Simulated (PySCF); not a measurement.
Vertical excitations of a molecule C₄H₉FSi from TDA-M06-2X/def2-SVPD run with PySCF, as energy in eV (oscillator strength): 7.56 (0.039), 7.77 (0.017), 8.07 (0.000), 8.29 (0.151), 8.43 (0.151), 8.53 (0.015), 8.70 (0.052), 8.85 (0.006), 8.85 (0.001), 8.94 (0.005). Lowest triplet (TDA): 7.11 eV. Coordinates come from a PBE0-D3(BJ)/def2-SVP optimisation. The values are those of a single conformer.

Problem. Identify the compound among the candidates.
A) FC1([SiH3])CCC1
B) C[C@]1([SiH3])C[C@H]1F
C) F[SiH2]C1CCC1
D) CC1([SiH2]F)CC1

Solution. A, FC1([SiH3])CCC1
